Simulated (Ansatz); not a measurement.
Input for Ansatz (a first-principles code): R-PBE0/def2-TZVPP on ethylenediamine (SMILES NCCN), a point of a torsion scan.

Ansatz 0.2 input:
```yaml
crystal:
  periodic: [false, false, false]
  atoms:
    - {symbol: N, position_ang: [1.79672015, 0.34232716, -0.27989588]}
    - {symbol: C, position_ang: [0.57863883, 0.16489139, 0.50237918]}
    - {symbol: C, position_ang: [0.13603341, -1.29950574, 0.43815690]}
    - {symbol: N, position_ang: [-1.07034958, -1.48632701, 1.22928892]}
    - {symbol: H, position_ang: [2.61391734, 0.18824132, 0.30086292]}
    - {symbol: H, position_ang: [1.86098605, 1.29582012, -0.61945809]}
    - {symbol: H, position_ang: [-0.21084153, 0.77994635, 0.06008456]}
    - {symbol: H, position_ang: [0.68009809, 0.45907720, 1.55586358]}
    - {symbol: H, position_ang: [0.91880645, -1.92965185, 0.86912509]}
    - {symbol: H, position_ang: [0.02452270, -1.57875569, -0.62109807]}
    - {symbol: H, position_ang: [-1.35706850, -2.45885184, 1.20569128]}
    - {symbol: H, position_ang: [-1.82876783, -0.93375388, 0.84160800]}
basis:
  gaussian:
    orbitals: def2-TZVPP
hamiltonian:
  xc: {name: PBE0}
scf: {lower_state_search: off}
```

Output:

```
Functional definition: PBE0
[...]
these checks for a lower state are left out or cut short: stability, starts, cluster_reference, orbital_swaps, neighbouring_geometries, increment
integrals: 0.12 GiB planned
1142 factors; their error is unknown
mean field: 1.25 GiB planned
mean field evaluation 1: about -5169.5892 eV, gradient 7.2e1 eV
mean field evaluation 2: about -5161.4674 eV, gradient 9.3e1 eV
mean field evaluation 4: about -5180.2372 eV, gradient 1.9e0 eV
mean field evaluation 8: about -5180.2347 eV, gradient 5.1e-2 eV
mean field evaluation 16: about -5180.2347 eV, gradient 6.2e-6 eV
mean field -5180.23466883 eV, -190.3701127901 hartree, gradient 6.2e-6 eV, S^2 0.000000; 0 other end points of the search recorded, 0 dependent functions left out
reference -5180.23469771 eV, -190.3701138518 hartree; 17, 17 occupied and 219, 219 virtual orbitals, 1142 factors
Total energy: -5180.23469771 eV, -190.3701138518 hartree
Checks for a lower state left out: stability, starts, cluster_reference, orbital_swaps, neighbouring_geometries, increment
```

Self-consistency was reached.

Cost: roughly 6 core-seconds.
